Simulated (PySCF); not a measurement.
Removing an electron from `[BH3-][AsH3+]`

Compound: AsBH6.
Z-matrix (Å and degrees, PBE0-D3(BJ)/def2-SVP geometry), rows numbered from 1:
```
B 
As  1  2.0479
H   1  1.2191  2  102.95
H   1  1.2196  2  102.46  3  -120.02
H   1  1.2194  2  102.66  3   120.15
H   2  1.5098  1  119.01  3   -60.92
H   2  1.5096  1  118.45  3   179.10
H   2  1.5097  1  118.76  3    59.35
```

Level: CAM-B3LYP/def2-SVPD (PySCF). Frontier orbitals with their largest atomic shares (Löwdin; up to four atoms above 4 %):

```json
{"orbital": "HOMO−3", "ε (eV)": "-13.16", "main atoms": "As2 45 %, H7 22 %, H8 22 %, B1 6 %"}
{"orbital": "HOMO−2", "ε (eV)": "-10.13", "main atoms": "As2 35 %, B1 30 %, H3 8 %, H5 7 %"}
{"orbital": "HOMO−1", "ε (eV)": "-10.03", "main atoms": "?"}
{"orbital": "HOMO", "ε (eV)": "-10.03", "main atoms": "?"}
{"orbital": "LUMO", "ε (eV)": "0.56", "main atoms": "As2 38 %, H6 15 %, H8 15 %, H7 15 %"}
{"orbital": "LUMO+1", "ε (eV)": "1.29", "main atoms": "As2 47 %, H7 19 %, H8 13 %, H6 9 %"}
{"orbital": "LUMO+2", "ε (eV)": "1.30", "main atoms": "As2 46 %, H6 20 %, H8 15 %, H7 8 %"}
```

**Question.** What vertical ionisation energy does ΔSCF give, and how far is −ε(HOMO) from it?

**Answer.** ΔSCF: 11.10 eV (1071 kJ/mol; threshold wavelength 112 nm); ⟨S²⟩ of the doublet left behind is 0.759, against 0.75 for a pure doublet. −ε(HOMO) is 10.03 eV, 1.07 eV below it. For the exact functional −ε(HOMO) would equal the first vertical ionisation energy; CAM-B3LYP (range-separated hybrid) falls short of its own ΔSCF value by 10 %.

**Question.** On which atoms does the HOMO lie?

**Answer.** HOMO: B1 42 %, H4 26 %, H5 16 %, As2 8 %; HOMO−1: B1 42 %, H3 25 %, H5 15 %, As2 8 %. These 2 orbitals lie within 0.02 eV of one another; within a degenerate set any mixture serves as well, and the shares of a single orbital can change with the mixture. The HOMO−2 lies 0.10 eV lower.

**Question.** Shift the occupied levels rigidly so that −ε(HOMO) equals the ΔSCF value. What binding energies result?

**Answer.** The shift is +1.07 eV: HOMO 11.10, HOMO−1 11.10, HOMO−2 11.20, HOMO−3 14.23 eV. A rigid shift is only a rough guide to the deeper ionisations.

**Question.** With α = 52.8 au, estimate the like-pair dispersion coefficient by London's formula C6 = (3/4)α²I.

**Answer.** I = 0.4079 Eh, so C6 ≈ 853 au, a rough estimate.

Geometry: PBE0-D3(BJ)/def2-SVP; no solvent, vibrations or thermal averaging. The calculation is non-relativistic, for arsenic too.

These values come from a run that also computed excited states and ΔSCF ions. The run took 27 s on one thread of an x86-64 server, no GPU, shared host.
